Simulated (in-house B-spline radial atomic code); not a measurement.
Ne III (Ne2+) is squeezed into an impenetrable sphere of radius R (the orbitals vanish at R). Level of theory: scalar-relativistic (X2C) Hartree-Fock, spin-polarised, averaged over the determinants with the given up and down occupations, Fermi nucleus of rms radius 3.0055 fm; calculated with an all-electron radial atomic-structure program (B-spline basis).

Energies in eV above the free ion in [He] 2s2 2p4:

| R (bohr) | highest level (eV) | [He] 2s2 2p4 | [He] 2s1 2p5 |
| --- | --- | --- | --- |
| 7.05 | -63.8 | 0 | 26.56 |
| 6.4 | -63.8 | 0 | 26.56 |
| 5.31 | -63.8 | 4.907e-05 | 26.56 |
| 4.06 | -63.8 | 0.005664 | 26.57 |
| 3.76 | -63.8 | 0.01785 | 26.59 |
| 3.05 | -63.5 | 0.2572 | 26.9 |
| 2.59 | -62.7 | 1.386 | 28.24 |
| 2.1 | -59.2 | 8.018 | 35.51 |
| 1.87 | -54.9 | 18.09 | 46.07 |
| 1.36 | -27 | 110.5 | 138.3 |

Does [He] 2s1 2p5 fall below [He] 2s2 2p4 under compression?

No, it stays above over the whole range.
